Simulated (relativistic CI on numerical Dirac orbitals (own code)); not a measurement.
**Sm35+: sensitivity of the levels to the model**

Base calculation: Dirac-Coulomb-Breit CI, orbitals from a KLI potential per configuration, model QED (radiative potential, 1s self-energy scaled to tabulated hydrogen-like ionisation energies), unscaled Slater integrals.

Configuration list (outside the closed core [Ne]): 3s²3p⁶3d⁹, 3s²3p⁵3d¹⁰, 3s3p⁶3d¹⁰, 3s²3p⁶3d⁸4s, 3s²3p⁶3d⁸4p, 3s²3p⁶3d⁸4d, 3s²3p⁴3d¹⁰4s, 3s²3p⁴3d¹⁰4p, 3s²3p⁵3d⁹4s, 3s²3p⁶3d⁸4f, 3s²3p⁴3d¹⁰4d, 3s²3p⁵3d⁹4p, 3s3p⁵3d¹⁰4s, 3s²3p⁶3d⁷4s², 3s3p⁵3d¹⁰4p, 3s²3p⁵3d⁹4d, 3s²3p⁶3d⁷4s4p, 3s3p⁶3d⁹4s, 3s²3p⁶3d⁸5s, 3s3p⁵3d¹⁰4d, 3s²3p⁶3d⁷4p², 3p⁶3d¹⁰4s, 3s²3p⁶3d⁸5p, 3s²3p⁶3d⁷4s4d, 3s²3p⁵3d⁹4f, 3s3p⁶3d⁹4p, 3p⁶3d¹⁰4p, 3s²3p⁶3d⁸5d, 3s²3p⁶3d⁷4p4d, 3s²3p⁵3d⁸4s², 3s²3p⁶3d⁸5f, 3s²3p⁶3d⁸5g, 3p⁶3d¹⁰4d, 3s3p⁶3d⁹4d, 3s²3p⁵3d⁸4s4p, 3s²3p⁶3d⁷4d². Levels of other configurations are missing.

The lowest level and the first level of each name with at least 55 % of one term (blank where a level has no safe partner in the second run):

| Level | Base (eV) | Shift (eV) |
| --- | --- | --- |
| 3s²3p⁶3d⁹ ²D5/2 | 0.00 | 0.00 |
| 3s²3p⁶3d⁹ ²D3/2 | 27.67 | -27.67 |
| 3s²3p⁵3d¹⁰ ²P°3/2 | 326.86 | -35.91 |
| 3s²3p⁵3d¹⁰ ²P°1/2 | 455.72 | -164.78 |
| 3s3p⁶3d¹⁰ ²S1/2 | 633.90 | -182.37 |
| 3s²3p⁶3d⁸4s ⁴F9/2 | 968.43 | +71.95 |
| 3s²3p⁶3d⁸4s ²F7/2 | 970.82 |  |
| 3s²3p⁶3d⁸4s ⁴F7/2 | 995.59 |  |
| 3s²3p⁶3d⁸4s ⁴F5/2 | 996.04 |  |
| 3s²3p⁶3d⁸4s ⁴P3/2 | 1006.73 | +44.19 |
| 3s²3p⁶3d⁸4s ²G9/2 | 1008.14 | +48.18 |
| 3s²3p⁶3d⁸4s ²P1/2 | 1008.33 | +46.08 |
| 3s²3p⁶3d⁸4s ²G7/2 | 1008.45 | +47.87 |
| 3s²3p⁶3d⁸4s ²S1/2 | 1047.31 | +28.18 |

At this charge energies of transitions that change n are usually good to better than 1 %, and those within a shell (Δn = 0) to a few per cent.

(1) One thing was changed in a second run, which moved the levels as shown. Which?
A. configuration mixing switched off
B. valence Slater integrals scaled by 0.9
C. QED terms removed
D. non-relativistic limit
E. Breit term removed

## Answers

(1) D. Non-relativistic limit. Without relativity the fine structure collapses and s electrons lose their extra binding.

LS names give the leading component of a level, which can be under half, so a name can repeat, a term be missing and a line seem to break the LS rules.
